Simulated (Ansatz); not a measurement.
Calculated with Ansatz (gas phase, PBE0-D4/def2-TZVP geometries, no zero-point term in ΔE). CCSD(T)/CBS is the MP2 limit (def2-TZVPP, def2-QZVPP) plus CCSD(T) − MP2 in def2-TZVPP, frozen cores. For Ge outer-core shells are correlated without core-valence functions, which leaves a few kJ/mol of doubt a bond. Scalar relativity is left out up to krypton. Each species was taken in one conformer, which may not be the lowest.

`[GeH3][O][GeH3]` + `C=CN[SiH2]Cl` → `C=C[N]([GeH3])[SiH2]Cl` + `[OH][GeH3]`  (ligand exchange at a Ge–O bond)

| species | CCSD(T)/CBS(def2) energy (Eh) |
| --- | --- |
| `[GeH3][O][GeH3]` | -4231.02116 |
| `C=CN[SiH2]Cl` | -883.32876 |
| `C=C[N]([GeH3])[SiH2]Cl` | -2960.64589 |
| `[OH][GeH3]` | -2153.69723 |

(1) Work out ΔE.

Largest T1 diagnostic among the species: 0.012.

## Answers

(1) ΔE = (-2960.64589) + (-2153.69723) − (-4231.02116) − (-883.32876) = 0.00680 Eh = +17.9 kJ/mol.

In def2-TZVPP, CCSD(T) changes the Hartree–Fock value by −26.8 kJ/mol (the triples alone add −3.6 kJ/mol) and MP2 by −30.1 kJ/mol. The D4 term adds −11.2 kJ/mol with B3LYP and −6.2 kJ/mol with PBE0; it sums over pairs of atoms, weighted by their polarisabilities, and B3LYP, whose exchange is more repulsive, gets the larger term.

B3LYP here is the variant with VWN-RPA as its local correlation; programs differ in this.
